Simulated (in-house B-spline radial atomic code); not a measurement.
Computed with a B-spline radial atomic code. Model: two electrons, singlet ground state, non-relativistic, full CI in B-splines with partial waves to l = 8 (at full coupling up to 3e-4 hartree above the limit, correlation up to 0.6 % small), density held at that of full coupling by Lieb maximisation.

W(λ) is the mean repulsion in the state of coupling λ less the Hartree energy of the fixed density. Its start is exact exchange, its initial slope is twice the second-order Görling-Levy correlation energy, and its area from 0 to 1 is E_xc. A straight curve means weak, dynamic correlation, and a curve that drops fast and flattens means strong correlation.

Command:
```bash
python run_ac.py task.json out
```
Settings (lengths in bohr, energies in hartree):
```
potential              yukawa
strength               3.46
lmax                   8
second                 1.19
```

Run time, properties included: 51 s on 1 thread of Intel(R) Xeon(R) Processor @ 2.30GHz, on a shared host.

**W = mean repulsion less Hartree energy, and W of three functionals.**

Given: confinement screened point charge; nuclear charge 3.46; screening of the nucleus 1.19 1/bohr; external potential -Z exp(-k r)/r.

Computed: PBE exchange minus exact 12.692 millihartree; SCAN exchange minus exact -12.444 millihartree.

```csv
coupling,W xc (hartree),W xc minus exchange (millihartree),kinetic minus Kohn-Sham (millihartree),LDA (PW92) W minus its exchange (millihartree),PBE W minus its exchange (millihartree),SCAN W minus its exchange (millihartree)
0,-1.7172,0,0,0,0,0
0.02,-1.7191,-1.96,0,-13.08,-1.71,-1.82
0.05,-1.7221,-4.881,0.1,-27.19,-4.31,-4.5
0.12,-1.7288,-11.603,0.7,-53.06,-10.42,-10.61
0.25,-1.7409,-23.757,2.9,-90.25,-21.76,-21.49
0.4,-1.7545,-37.268,7.3,-124.71,-34.66,-33.45
0.6,?,?,?,?,?,?
0.8,-1.788,-70.836,27.3,-195.36,-67.47,-62.77
1,-1.8036,-86.393,41.3,-223.93,-82.92,-76.27
1.4,?,?,?,?,?,?
2,-1.8711,-153.95,141.4,-332.35,-151.2,-134.88
3,-1.9252,-208,275.5,-409.15,-207.16,-182.43
4.5,-1.9884,-271.19,510.3,-494.04,-274.57,-239.59
7,-2.0629,-345.74,932.6,-592.46,-358.19,-310.2
10,-2.1228,-405.64,1435.8,-673.37,-430.13,-370
```

What belongs in the row 0.6?

W xc (hartree): -1.7717; W xc minus exchange (millihartree): -54.48; kinetic minus Kohn-Sham (millihartree): 15.9; LDA (PW92) W minus its exchange (millihartree): -162.87; PBE W minus its exchange (millihartree): -51.38; SCAN W minus its exchange (millihartree): -48.53.

What belongs in the row 1.4?

W xc (hartree): -1.8325; W xc minus exchange (millihartree): -115.33; kinetic minus Kohn-Sham (millihartree): 76; LDA (PW92) W minus its exchange (millihartree): -272.81; PBE W minus its exchange (millihartree): -111.94; SCAN W minus its exchange (millihartree): -101.33.

What is the LDA exchange minus exact?

233.37 millihartree.

**Energy parts, natural occupations and partial-wave weights.**

Computed: total energy -3.7041 hartree; exchange energy -1.7172 hartree; correlation energy -0.045057 hartree; kinetic part of the DFT correlation energy 0.041336 hartree; kinetic part over minus potential part 0.47846; Kohn-Sham kinetic 8.2278 hartree; Lieb Oxford ratio E_xc over LDA exchange 1.1876.

```
natural  occupation of the shell (electrons)
      s                               1.9932
      s                            0.0034841
      p                            0.0029063
      d                           0.00014215
      p                                    ?
      s                           7.4683e-05
```

What belongs in the row p?

occupation of the shell (electrons): 0.00012087.

| wave | weight |
| --- | --- |
| s | 0.99838 |
| p | 0.0015201 |
| d | ? |
| f | 1.1612e-05 |
| g | 2.7124e-06 |

What belongs in the row d?

weight: 8.0837e-05.

What is the initial slope twice GL2?

-0.098277 hartree.

What is the Hartree energy?

3.4344 hartree.

Half-way to full coupling W has made 53 % of its drop, against 50 % for a straight line, and second-order (GL2) theory, half the initial slope, overshoots the correlation energy by about 9 %: a moderate bend, as in light atoms. Over couplings 0 to 1 the errors in E_xc come to about +143 millihartree for LDA, +15 millihartree for PBE, -7.5 millihartree for SCAN, so SCAN is nearest. In LDA and SCAN the errors of exchange and correlation have opposite signs, so the sum is smaller than the larger of the two.
